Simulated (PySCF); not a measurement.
**Nd²⁺: ionisation energy**

Nd²⁺ [Xe] 4f4 [4f5/2^4, M_J = 4] → Nd³⁺ [Xe] 4f3 [4f5/2^3, M_J = 9/2], as a difference of total energies. Calculation: PySCF 2.14, in x2c-TZVPPall-2c (11s11p10d4f2g, 140 functions); the two-component X2C-1e Hamiltonian. Correlated levels: [Ar] 3d10 frozen; the 18 highest virtual spinors dropped. "Screened" scales the spin-orbit matrix elements by Boettger's factors to mimic the two-electron term; Breit and QED terms are absent.

| method | ionisation energy (eV) |
| --- | --- |
| GHF (spin-free) | 19.852 |
| GMP2 (spin-free) | 21.736 |
| GHF (screened spin-orbit) | 19.753 |
| GMP2 (screened spin-orbit) | 21.643 |

How much does correlation contribute at GMP2 (screened spin-orbit)?

21.643 − (19.753) = 1.890 eV, measured against GHF (screened spin-orbit).

The spin-free rows relax to the high-spin LS determinant and lack the spin-orbit shift.

The labels give the starting determinants; with spin-orbit coupling the two ends relaxed to ⟨J²⟩ = 23.43, ⟨L²⟩ = 41.89, ⟨S²⟩ = 6.00 and ⟨J²⟩ = 26.79, ⟨L²⟩ = 41.72, ⟨S²⟩ = 3.72.

The determinant of Nd²⁺ and of Nd³⁺ mixes levels of different J (the jj label is only the starting occupation), so the difference between spin-free and spin-orbit rows is not the physical spin-orbit shift.

For comparison: 22.09 ± 0.04 eV (semi-empirical (NIST evaluation); NIST Atomic Spectra Database, ionization energies).
